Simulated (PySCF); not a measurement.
SMILES [SiH2](N)CCC at its GFN2-xTB optimised geometry (Å):

```
16

C      2.5666    -0.1517    -1.2506
C      1.0436    -0.0824    -1.2784
C      0.4229    -0.6373     0.0000
Si    -1.4763    -0.6373     0.0000
N     -1.9746     1.0129     0.0000
H      2.9579     0.4199    -0.4112
H      2.8982    -1.1829    -1.1444
H      2.9896     0.2522    -2.1685
H      0.7381     0.9583    -1.4113
H      0.6745    -0.6465    -2.1386
H      0.7919    -0.0612     0.8501
H      0.7772    -1.6595     0.1443
H     -2.0145    -1.1991     1.2399
H     -1.9471    -1.4362    -1.1471
H     -1.5319     1.6595    -0.6331
H     -2.9579     1.2203     0.0621
```

Computed with PBE0/def2-TZVP (PySCF).

Map of the electrostatic potential (hartree/e), clipped to [-0.08, 0.12] on the plane z = 0.8 Å:

```
|-------------------------------|
|-------------------------------|
|-------------------------------|
|-------------------------------|
|-------------------------------|
|---------::::------------------|
|--------::::::-----------------|
|---==--:::.::::----------------|
|-=====-::....:::---------------|
|====++=-..   .::---------------|
|===++**=-:   .::---------------|
|===+*%%**#-  .::---------------|
|===+*#%#@@*:..:--===---===-----|
|===++***%@#=----+##+=--===-----|
|-====++*#@@@@*++@@@@+=-===-----|
|--====+*@@@@@@#%@@@@+----------|
|----==+%@@@@@@@@@@@@+----------|
|-----=+%@@@@@@@@@@@*=----------|
|------=%@@@@@@@@@@%+-----------|
|------=*@@@@@@##@@#+-----------|
|-------=#@@@@#++#@%+=----------|
|----:::-=+***+==+##+=----------|
|----::::--=======++==----------|
|----:::::-------====-----------|
|-----::::----------------------|
|------::-----------------------|
|-------------------------------|
|-------------------------------|
|-------------------------------|
|-------------------------------|
|-------------------------------|
```
Scale: ten equal steps from -0.061 (start of ' ') to 0.120 (end of '@'), in the order ' .:-=+*#%@'; x runs from -5.00 to 5.00, y from -5.00 (bottom) to 5.00 (top).
